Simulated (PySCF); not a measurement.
GeF3, doublet: data card

Method: PySCF, UPBE0, basis Ge def2-SVP, F def2-SVP (no relativity, density fitting).

The structure is a minimum.

Coordinates in bohr (charge 0 multiplicity 2):
```
Ge    0.0000    0.0000   -0.5416
F     3.0199    0.0000    0.6983
F    -1.5100    2.6153    0.6983
F    -1.5099   -2.6154    0.6983
```

```json
{"Point group": "C3v", "Bond lengths": "Ge–F 1.728 Å (×3)", "Bond angles": "F–Ge–F 106.5° (×3)", "Principal quadrupole moments (Buckingham, traceless) about the centre of mass": "-2.45, -2.45, 4.90 D Å", "Atomisation energy without zero-point energy": "1336 kJ/mol", "Heat capacity Cp at 298.15 K": "65.7 J/(mol K)", "Enthalpy at 298.15 K above 0 K": "14.86 kJ/mol", "Zero-point energy": "17.0 kJ/mol", "Spin squared ⟨S²⟩": "0.752", "Rotational constants": "0.1946, 0.1946, 0.1158 cm⁻¹", "Rotational symmetry number": "3", "Highest occupied level (α)": "-8.60 eV", "Lowest empty level (β)": "-4.85 eV", "Entropy at 298.15 K and 1 bar (electronic part: spin only)": "300.4 J/(mol K)", "Dipole moment": "2.14 D", "Principal polarisabilities": "19.0, 24.3, 24.3 bohr³"}
```

Harmonic modes (masses in u: Ge 73.921, F 18.998):
| symmetry | ω (cm⁻¹) | IR (km/mol, summed over degenerate members) |
| --- | --- | --- |
| e | 207 | 21.2 |
| a1 | 260 | 38.5 |
| a1 | 697 | 26.2 |
| e | 738 | 180 |

In C3v the vibrations span 2e + 2a1.

Charges (e):
```json
{"atom": "Ge1", "Mulliken": "1.09", "Löwdin": "0.57", "polar tensor": "1.63", "spin (Mulliken)": "0.73", "Mayer order to Ge1": "–"}
{"atom": "F2,3,4", "Mulliken": "-0.36", "Löwdin": "-0.19", "polar tensor": "-0.54", "spin (Mulliken)": "0.09", "Mayer order to Ge1": "0.98"}
```

Mulliken populations on Ge1: s 7.27, p 13.32, d 10.33.

Outer orbital energies (eV). α occupied: -14.04, -13.19, -12.46, -12.46, -12.03, -12.03, -11.80, -8.60; empty: 0.58, 0.58, 1.06, 4.11. β occupied: -13.57, -13.57, -12.81, -12.18, -12.18, -11.91, -11.91, -11.71; empty: -4.85, 1.38, 1.40, 1.40.

Other isomers or separated fragments may lie lower.

The final relaxation and frequency run took of the order of 2.3 core-minutes on a shared host.
